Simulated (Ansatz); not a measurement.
Species: H3SiNO, charge 0, singlet. H3SiNO (SMILES N[Si]O).
B3LYP-D3(BJ)/def2-TZVP minimum from Ansatz (a quantum-chemistry and plane-wave program):
```
N
H 1 1.0095
H 1 1.0117 2 111.46
Si 1 1.7229 2 120.46 3 180.00
O 4 1.6622 1 102.73 2 180.00
H 5 0.9636 4 122.36 1 0.00
```
Charge 0, spin multiplicity 1.

Total energies in hartree (Ansatz). Radicals and triplets start from unrestricted determinants; spin-orbit coupling is neglected. Cores are frozen in correlated methods. No relativity. Where a partner has so few electrons that a lower coupled-cluster level is exact, that level stands in.

| species | HF/cc-pV(T+d)Z | CCSD(T)/cc-pV(T+d)Z | HF/cc-pV(Q+d)Z | CCSD(T)/cc-pV(Q+d)Z | CCSD(T)/cc-pV(D+d)Z | CCSDT(Q)/cc-pV(D+d)Z |
|---|---|---|---|---|---|---|
| 1: H3SiNO (SMILES N[Si]O) | -420.11256 | -420.71508 | -420.12716 | -420.76928 | -420.52744 | -420.52957 |
| 2: Si (triplet) | -288.85649 | -288.93344 | -288.85845 | -288.93781 | -288.91643 | -288.91690 |
| 3: O (triplet) | -74.81176 | -74.97396 | -74.81729 | -74.99357 | -74.90995 | -74.91013 |
| 4: H (doublet) | -0.49981 | -0.49981 | -0.49995 | -0.49995 | -0.49928 | -0.49928 |
| 5: N (quartet) | -54.40069 | -54.51471 | -54.40372 | -54.52482 | -54.47850 | -54.47866 |

**Question.** Work out the atomisation energy (electronic, to ground-state atoms) in kcal/mol: take Hartree-Fock from cc-pV(Q+d)Z, extrapolate the CCSD(T) correlation energy as X^-3 (X = 3, 4), and add CCSDT(Q) - CCSD(T) in cc-pV(D+d)Z. 1 hartree = 627.51 kcal/mol.

**Answer.** 
Species 1: correlation (64·(-0.64212) - 27·(-0.60252))/37 = -0.67102; step -0.00213; E1 = -420.12716 + (-0.67102) + (-0.00213) = -420.80031
Species 2: correlation (64·(-0.07936) - 27·(-0.07695))/37 = -0.08112; step -0.00047; E2 = -288.85845 + (-0.08112) + (-0.00047) = -288.94004
Species 3: correlation (64·(-0.17628) - 27·(-0.16220))/37 = -0.18655; step -0.00018; E3 = -74.81729 + (-0.18655) + (-0.00018) = -75.00402
Species 4: correlation (64·(0.00000) - 27·(0.00000))/37 = 0.00000; step +0.00000; E4 = -0.49995 + (0.00000) + (+0.00000) = -0.49995
Species 5: correlation (64·(-0.12110) - 27·(-0.11402))/37 = -0.12627; step -0.00016; E5 = -54.40372 + (-0.12627) + (-0.00016) = -54.53015
-1·E1 +1·E2 +1·E3 +3·E4 +1·E5 = 0.82625 hartree = 518.5 kcal/mol.
